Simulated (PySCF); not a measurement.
Compounds:

A. SMILES N1(C)C(F)=C(CCC)CC1
B. `CCC1=CC=CC(C)=C1C#C`
C. `InChI=1S/C8H14FN/c1-6(2)7-4-5-10(3)8(7)9/h6H,4-5H2,1-3H3`

Spectrum 1. $^{1}$H NMR (300 MHz, computed): δ 3.08 (m, 2H), 2.53 (s, 3H), 2.52 (m, 2H), 2.02 (t, 2H), 1.38 (m, 2H), 1.06 (t, 3H). $^{13}$C{$^{1}$H} NMR (computed): δ 164.8 (C), 89.7 (C), 52.4 (CH2), 36.5 (CH3), 32.0 (CH2), 29.8 (CH2), 27.9 (CH2), 17.0 (CH3).

Spectrum 2. $^{1}$H NMR (300 MHz, computed): δ 3.08 (m, 2H), 2.72 (sept, 1H), 2.53 (s, 3H), 2.51 (m, 2H), 1.06 (d, 6H). $^{13}$C{$^{1}$H} NMR (computed): δ 163.9 (C), 94.6 (C), 52.9 (CH2), 36.7 (CH3), 28.3 (CH), 25.2 (CH2), 23.8 (CH3).

Spectrum 3. $^{1}$H NMR (300 MHz, computed): δ 7.49 (m, 1H), 7.37 (m, 1H), 7.35 (m, 1H), 3.32 (s, 1H), 2.98 (q, 2H), 2.63 (s, 3H), 1.25 (t, 3H). $^{13}$C{$^{1}$H} NMR (computed): δ 155.7 (C), 149.1 (C), 134.7 (CH), 131.6 (CH), 130.9 (CH), 124.3 (C), 96.9 (CH), 86.2 (C), 33.6 (CH2), 25.1 (CH3), 19.4 (CH3).

PySCF 2.14.0 with density-fitted response routines calculation with coordinates at the GFN2-xTB level and GIAO PBE0/pcSseg-1 shieldings; non-relativistic, single conformer, equivalent nuclei averaged, no solvent model.

Chemical shifts δ = σref − σ; $^{1}$H (σ = 31.72 ppm) and $^{13}$C (σ = 186.93 ppm) against TMS, all at this level. Splittings of carbon signals by F and P are missing where no couplings were computed. Where no couplings were computed, multiplicities follow the n + 1 count of equivalent neighbours, and m marks all less simple cases (inequivalent or close neighbours, rings, F or P nearby). Shifts are as computed. Against solution values, carbons near 30 ppm lie about +3 ppm off and those near 130 ppm about +5 ppm. Of 1211 compounds with measured shifts, 218 miss one by over three times the rms of a fit or turn the order of signals round; such compounds aren't used in these exercises.

Q: Which spectrum belongs to which compound?

A: 1–A, 2–C, 3–B.

- Spectrum 1 (A): 8 $^{13}$C signals; δC 164.8 is an alkene carbon bearing nitrogen; δC 89.7 is a β carbon of an enol-ether or enamine type C=C.
- Spectrum 2 (C): 7 $^{13}$C signals; δC 163.9 is an alkene carbon bearing nitrogen; δC 94.6 is a β carbon of an enol-ether or enamine type C=C.
- Spectrum 3 (B): 11 $^{13}$C signals; δC 134.7 is an aromatic CH; δC 131.6 is an aromatic CH.
